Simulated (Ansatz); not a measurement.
Ansatz results at the PBE0-D4/def2-TZVP geometry: LUMO energy (B3LYP/def2-TZVPP) -2.31 eV; size of the dipole moment (ωB97M-V/def2-TZVPP) 1.79 D; HOMO energy (B3LYP/def2-TZVPP) -7.43 eV.

Each molecule was computed in one conformer, which needn't be the lowest.

Which molecule gave them?
A. `OB([SiH3])N[SiH3]`
B. `[CH3][Ga]([PH2])[BH]O`
C. `C=CBB(C)F`
D. `C=CC(O)=S`

C. The others give `[CH3][Ga]([PH2])[BH]O`: -1.40, 2.59, -6.27; `C=CC(O)=S`: -2.49, 1.75, -6.56; `OB([SiH3])N[SiH3]`: -0.43, 0.40, -7.78.

B3LYP here is the variant with VWN-RPA as its local correlation; programs differ in this.
